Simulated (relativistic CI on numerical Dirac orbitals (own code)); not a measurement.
Method of calculation: Dirac-Coulomb-Breit CI, orbitals from a KLI potential per configuration, model QED, unscaled Slater integrals (own radial code, finite nucleus).

The strongest absorption lines from the ground level of an ion, among the configurations computed and to levels below about 2910 eV (vacuum wavelength in Å, gf): 4.6536 (0.5), 4.6653 (0.34), 4.7423 (0.49), 4.7510 (0.94), 4.7555 (1.6), 4.7580 (1.4), 4.7738 (1), 4.9264 (1.6).

(1) Which ion is it?
A. Se XXVIII
B. Rb XXXI
C. Zr XXXIV
D. Tc XXXVII

Results:

(1) C. Zr XXXIV has 7 electrons and the ground level 2s²2p³ ²P°3/2; the strongest line goes to 2s²2p²3d ²D5/2. The pattern of lines fixes the number of electrons, and along that sequence the line energies rise steadily with the charge (about as its square where n changes within one kind of shell, about linearly where n is kept but much faster in heavy ions where fine structure, which grows about as Z⁴, sets the gap, and irregularly where shells cross), which fixes Z. Configurations outside the model, such as inner-shell arrays, can give stronger lines. At this charge energies of transitions that change n are usually good to better than 1 %, and those within a shell (Δn = 0) to a few per cent.

LS names give the leading component of a level, which can be under half, so a name can repeat, a term be missing and a line seem to break the LS rules.
